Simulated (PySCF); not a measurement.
C₂H₇InO, SMILES [CH3][In]([CH3])[OH]. Atoms are numbered in the order given.

```xyz
11

In    -0.0317     0.0037    -0.0233
C     -1.4278    -1.6433     0.0402
H     -0.9201    -2.5721    -0.2603
H     -2.2783    -1.4684    -0.6331
H     -1.8047    -1.7707     1.0660
C      0.0912     1.8622    -1.0964
H      0.2651     1.6717    -2.1659
H      0.9310     2.4449    -0.6940
H     -0.8387     2.4402    -0.9954
O      1.5766    -0.1585     1.1826
H      1.6070    -0.9708     1.6984
```

The structure is a stationary point at PBE0-D3(BJ)/def2-SVP. The structure was generated by enumeration; whether it is a known compound was not checked. The def2 effective core potentials stand for the cores of In; spin–orbit coupling is left out. The values are those of a single conformer.

These are HF/def2-TZVP (PySCF) values and carry that method's errors.

Estimate the frontier levels, gap, dipole moment and polarisability. (The exact figures need the calculation; the answer reports its results.)


The highest occupied level comes out as -10.13 eV. The lowest empty level is 1.46 eV and the orbital gap comes out as 11.59 eV. The dipole moment comes out as 2.70 D. The quadrupole, principal values (traceless, Buckingham form, about the centre of nuclear charge) comes out as -10.34, 2.95, 7.39 D·Å and the mean static polarisability is 59.6 bohr³ (8.84 Å³). The polarisability, principal values comes out as 46.1, 57.9, 74.9 bohr³.
